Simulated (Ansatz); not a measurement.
**Question.** Name a neutral molecule of C, F, N, Zr and H with size of the dipole moment (PBE/def2-TZVPP) between 2.95 and 3.25 D and size of the dipole moment (B3LYP/def2-TZVPP) between 2.95 and 3.25 D (Ansatz, PBE0-D4/def2-TZVP geometry).

**Answer.** `CC(C)(C)[NH][Zr]([F])([F])[F]` (3.03 D, 3.11 D); `CC(C)[NH][Zr]([F])([F])[F]` (2.98 D, 3.06 D); `C[N](C)[Zr]([F])([F])[NH]C(C)(C)C` (2.97 D, 3.04 D). Other molecules can fit too; these were computed, each in one conformer that needn't be the lowest.

B3LYP here is the variant with VWN-RPA as its local correlation; programs differ in this.
